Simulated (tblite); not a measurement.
Q: Write Cartesian coordinates for `C=C/C(=N\N=C\CC)C(F)(F)F` as optimised with GFN2-xTB.

A: 
```
atom  x, y, z in Å
C1    -3.250    1.093    1.404
C2    -2.049    0.654    1.038
C3    -1.729    0.004   -0.217
N4    -0.565   -0.396   -0.579
N5     0.504   -0.507    0.080
C6     1.583    0.136    0.166
C7     2.763   -0.448    0.865
C8     3.937   -0.601   -0.102
C9    -2.822   -0.251   -1.225
F10   -2.371   -0.844   -2.334
F11   -3.798   -1.042   -0.739
F12   -3.432    0.883   -1.622
H13   -4.121    1.000    0.779
H14   -3.397    1.567    2.358
H15   -1.198    0.767    1.698
H16    1.704    1.122   -0.284
H17    2.491   -1.418    1.283
H18    3.058    0.215    1.683
H19    4.224    0.365   -0.511
H20    4.795   -1.027    0.411
H21    3.665   -1.258   -0.925
```

Orientation and origin are arbitrary. Atoms count from 1 in this order. Of the pairs four or more bonds apart, C9···H13 is among the closest relative to their van der Waals radii: 2.70 Å, 93 % of the sum of Bondi's values. The C–N distances run from 1.259 Å (N5=C6, drawn double) to 1.283 Å (C3=N4, drawn double), a spread of 0.024 Å. N5 (C=N nitrogen) is bent (angle 135.8°). The C–C distances run from 1.330 Å (C1=C2, drawn double) to 1.529 Å (C7–C8, drawn single), a spread of 0.199 Å.

Bonds between heavy atoms (Å): C1=C2 1.330, C2–C3 1.449, C3=N4 1.283, N4–N5 1.261, N5=C6 1.259, C6–C7 1.491, C7–C8 1.529, C3–C9 1.508, C9–F10 1.336, C9–F11 1.347, C9–F12 1.348.

The geometry is computed with GFN2-xTB (gas phase).

Point group: C1 (no symmetry element, even within 0.4 Å). Its GFN2-xTB frequencies are all real (lowest 33 cm⁻¹). One conformer, not necessarily the lowest (C1–C2–C3–N4 179°, C3–N4–N5–C6 -105°, N5–C6–C7–C8 119°).
